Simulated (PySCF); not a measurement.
silacyclobutane (C3H8Si), singlet, geometry from GFN2-xTB; CCSD(T)/STO-3G (PySCF).

Input for PySCF:
```python
from pyscf import gto, scf, cc

mol = gto.Mole()
mol.atom = '''
    C     0.94016925    0.39805364    0.93756297
    C     0.99930330   -0.74626934   -0.09591889
    Si   -0.77881964   -0.36144439   -0.68319456
    C    -0.38448642    1.07057269    0.52035540
    H     1.79758492    1.06860867    0.88594702
    H     0.88094386    0.00849054    1.95305098
    H     1.76805182   -0.57948533   -0.84803349
    H     1.18886207   -1.72221791    0.34515954
    H    -1.81068026   -1.29894242   -0.23630310
    H    -0.96271943   -0.02265274   -2.09491916
    H    -0.22126520    2.03238174    0.03791393
    H    -1.06721963    1.23989694    1.34991129
'''
mol.basis = 'sto-3g'
mol.verbose = 4
mol.build()

mf = scf.RHF(mol)
mf.kernel()

mycc = cc.CCSD(mf, frozen=8)
mycc.kernel()
et = mycc.ccsd_t()
print('E(CCSD(T)) = %.10f' % (mycc.e_tot + et))
```

Question: Write the output that PySCF gives for this input, abridged.

Answer: 
```
PySCF version 2.14.0

[INPUT] verbose = 4
[INPUT] num. atoms = 12
[INPUT] num. electrons = 40
[INPUT] charge = 0
[INPUT] spin (= nelec alpha-beta = 2S) = 0
[INPUT] symmetry False subgroup None
[INPUT] Mole.unit = angstrom
[INPUT] Symbol           X                Y                Z      unit          X                Y                Z       unit  Magmom
[INPUT]  1 C      0.940169250000   0.398053640000   0.937562970000 AA    1.776662393238   0.752212362486   1.771737237834 Bohr   0.0
[INPUT]  2 C      0.999303300000  -0.746269340000  -0.095918890000 AA    1.888409552374  -1.410244667760  -0.181260432272 Bohr   0.0
[INPUT]  3 Si    -0.778819640000  -0.361444390000  -0.683194560000 AA   -1.471755820032  -0.683030906360  -1.291050608193 Bohr   0.0
[INPUT]  4 C     -0.384486420000   1.070572690000   0.520355400000 AA   -0.726574032414   2.023089180539   0.983329193439 Bohr   0.0
[INPUT]  5 H      1.797584920000   1.068608670000   0.885947020000 AA    3.396943184448   2.019377720636   1.674197228675 Bohr   0.0
[INPUT]  6 H      0.880943860000   0.008490540000   1.953050980000 AA    1.664742626517   0.016044795250   3.690731459513 Bohr   0.0
[INPUT]  7 H      1.768051820000  -0.579485330000  -0.848033490000 AA    3.341133713839  -1.095068566903  -1.602551040559 Bohr   0.0
[INPUT]  8 H      1.188862070000  -1.722217910000   0.345159540000 AA    2.246623712183  -3.254520176721   0.652256999881 Bohr   0.0
[INPUT]  9 H     -1.810680260000  -1.298942420000  -0.236303100000 AA   -3.421689790556  -2.454645425380  -0.446548141386 Bohr   0.0
[INPUT] 10 H     -0.962719430000  -0.022652740000  -2.094919160000 AA   -1.819276057497  -0.042807474571  -3.958823465504 Bohr   0.0
[INPUT] 11 H     -0.221265200000   2.032381740000   0.037913930000 AA   -0.418130628897   3.840644869167   0.071646944006 Bohr   0.0
[INPUT] 12 H     -1.067219630000   1.239896940000   1.349911290000 AA   -2.016752815460   2.343065639286   2.550962630558 Bohr   0.0

nuclear repulsion = 167.706756639799
number of shells = 22
number of NR pGTOs = 96
number of NR cGTOs = 32
basis = sto-3g
ecp = {}

******** <class 'pyscf.scf.hf.RHF'> ********
method = RHF
initial guess = minao
damping factor = 0
level_shift factor = 0
DIIS = <class 'pyscf.scf.diis.CDIIS'>
diis_start_cycle = 1
diis_space = 8
diis_damp = 0
SCF conv_tol = 1e-09
SCF conv_tol_grad = None
SCF max_cycles = 50
direct_scf = True
direct_scf_tol = 1e-13
Set gradient conv threshold to 3.16228e-05
Initial guess from minao.
init E= -402.8535501555
  HOMO = -0.246592058401742  LUMO = 0.298131217706249  gap/eV = 14.82268
cycle= 1 E= -402.460520535125  delta_E= 0.393  |g|= 0.211  |ddm|= 3.95
  HOMO = -0.315529264874142  LUMO = 0.434981700732125  gap/eV = 20.42244
cycle= 2 E= -402.479012786412  delta_E= -0.0185  |g|= 0.0531  |ddm|= 0.403
  HOMO = -0.337033302820999  LUMO = 0.424037653728856  gap/eV = 20.70980
cycle= 3 E= -402.480270206361  delta_E= -0.00126  |g|= 0.0148  |ddm|= 0.112
  HOMO = -0.332084816864364  LUMO = 0.427122870332964  gap/eV = 20.65909
cycle= 4 E= -402.480351371171  delta_E= -8.12e-05  |g|= 0.000743  |ddm|= 0.0276
  HOMO = -0.331897888048411  LUMO = 0.427327395241592  gap/eV = 20.65957
cycle= 5 E= -402.480351671814  delta_E= -3.01e-07  |g|= 0.000143  |ddm|= 0.00169
  HOMO = -0.331942431526424  LUMO = 0.427290687895903  gap/eV = 20.65979
cycle= 6 E= -402.480351682365  delta_E= -1.06e-08  |g|= 2.57e-05  |ddm|= 0.000316
  HOMO = -0.331947774001301  LUMO = 0.427286262608803  gap/eV = 20.65981
cycle= 7 E= -402.480351682862  delta_E= -4.97e-10  |g|= 4.69e-06  |ddm|= 7.73e-05
  HOMO = -0.33194649014339  LUMO = 0.427287536560723  gap/eV = 20.65981
Extra cycle  E= -402.480351682877  delta_E= -1.43e-11  |g|= 1.53e-06  |ddm|= 9.51e-06
converged SCF energy = -402.480351682877

******** <class 'pyscf.cc.ccsd.CCSD'> ********
CC2 = 0
CCSD nocc = 12, nmo = 24
frozen orbitals 8
max_cycle = 50
direct = 0
conv_tol = 1e-07
conv_tol_normt = 1e-05
diis_space = 6
diis_start_cycle = 0
diis_start_energy_diff = 1e+09
Init t2, MP2 energy = -402.675997915115  E_corr(MP2) -0.195646232238163
Init E_corr(CCSD) = -0.195646232239377
cycle = 1  E_corr(CCSD) = -0.238554163545696  dE = -0.0429079313  norm(t1,t2) = 0.0580938
cycle = 2  E_corr(CCSD) = -0.251757901797973  dE = -0.0132037383  norm(t1,t2) = 0.0215443
cycle = 3  E_corr(CCSD) = -0.259689736896781  dE = -0.0079318351  norm(t1,t2) = 0.00893505
cycle = 4  E_corr(CCSD) = -0.259921587708332  dE = -0.000231850812  norm(t1,t2) = 0.00134079
cycle = 5  E_corr(CCSD) = -0.259902531654901  dE = 1.90560534e-05  norm(t1,t2) = 0.000270046
cycle = 6  E_corr(CCSD) = -0.25990441200563  dE = -1.88035073e-06  norm(t1,t2) = 7.01466e-05
cycle = 7  E_corr(CCSD) = -0.25990340563982  dE = 1.00636581e-06  norm(t1,t2) = 2.22028e-05
cycle = 8  E_corr(CCSD) = -0.259903208517696  dE = 1.97122124e-07  norm(t1,t2) = 5.44069e-06
cycle = 9  E_corr(CCSD) = -0.259903217099656  dE = -8.58195931e-09  norm(t1,t2) = 1.41551e-06
CCSD converged
E(CCSD) = -402.7402548999763  E_corr = -0.2599032170996558
CCSD(T) correction = -0.00201628626388143
E(CCSD(T)) = -402.7422711862
```
